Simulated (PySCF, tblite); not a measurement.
Isomers of C6H13OP. Computed values, GFN2-xTB/tblite, gas phase, harmonic and unscaled. Errors from tens to a few hundred cm⁻¹ against measured bands are possible. Modes of hydrogen on phosphorus can be 10 to 20 % off. One conformer each.

Electronic energies: PBE0/pcSseg-1 single points on the GFN2-xTB geometries (PySCF, gas phase).

```csv
SMILES,"electronic energy, lowest = 0 (kcal/mol)"
CC(C)P1(=O)CCC1,0.0
OCPC1CCCC1,18.6
CC[C@@H]1C[P@H](=O)[C@H]1C,5.3
CC(C)(C)P1(=O)CC1,17.4
C=C[P@](C)(=O)CCC,3.9
```

How do GFN2-xTB zero-point energies change the relative energies?

| SMILES | ZPE (kcal/mol) | of it from modes above 1550 cm⁻¹ | electronic (kcal/mol) | with ZPE, lowest = 0 (kcal/mol) | lowest mode (cm⁻¹) | rings |
| --- | --- | --- | --- | --- | --- | --- |
| CC(C)P1(=O)CCC1 | 112.4 | 55.8 | 0.0 | 0.0 | 60 | 1 |
| C=C[P@](C)(=O)CCC | 110.3 | 58.5 | 3.9 | 1.7 | 56 | 0 |
| CC[C@@H]1C[P@H](=O)[C@H]1C | 112.1 | 54.6 | 5.3 | 4.9 | 65 | 1 |
| CC(C)(C)P1(=O)CC1 | 111.5 | 56.4 | 17.4 | 16.5 | 28 | 1 |
| OCPC1CCCC1 | 112.4 | 54.9 | 18.6 | 18.6 | 12 | 1 |

The zero-point energies span 2.1 kcal/mol, from `C=C[P@](C)(=O)CCC` to `CC(C)P1(=O)CCC1`. The order is unchanged.

And how do the electronic energies of GFN2-xTB itself compare?

`CC(C)P1(=O)CCC1` 0.5; `C=C[P@](C)(=O)CCC` 15.3; `CC[C@@H]1C[P@H](=O)[C@H]1C` 0.0; `CC(C)(C)P1(=O)CC1` 21.5; `OCPC1CCCC1` 31.8 kcal/mol, lowest = 0. Against the energies above, taken from the same isomer `CC(C)P1(=O)CCC1`, the largest difference is 12.7 kcal/mol.

What do entropy and thermal enthalpy add at 298.15 K and 1 bar (rigid rotor, harmonic oscillator, one conformer each)?

```
                    SMILES  point group  symmetry number  S (cal/(mol K))  H − H(0) (kcal/mol)  ZPE + H − H(0) − TS (kcal/mol)
           CC(C)P1(=O)CCC1           Cs                1             96.8                 6.91                            90.4
         C=C[P@](C)(=O)CCC           C1                1            104.3                 7.72                            86.9
CC[C@@H]1C[P@H](=O)[C@H]1C           C1                1             96.2                 6.73                            90.1
         CC(C)(C)P1(=O)CC1           Cs                1             98.8                 7.19                            89.2
```

Not tabulated: `OCPC1CCCC1` (lowest mode only 12 cm⁻¹).
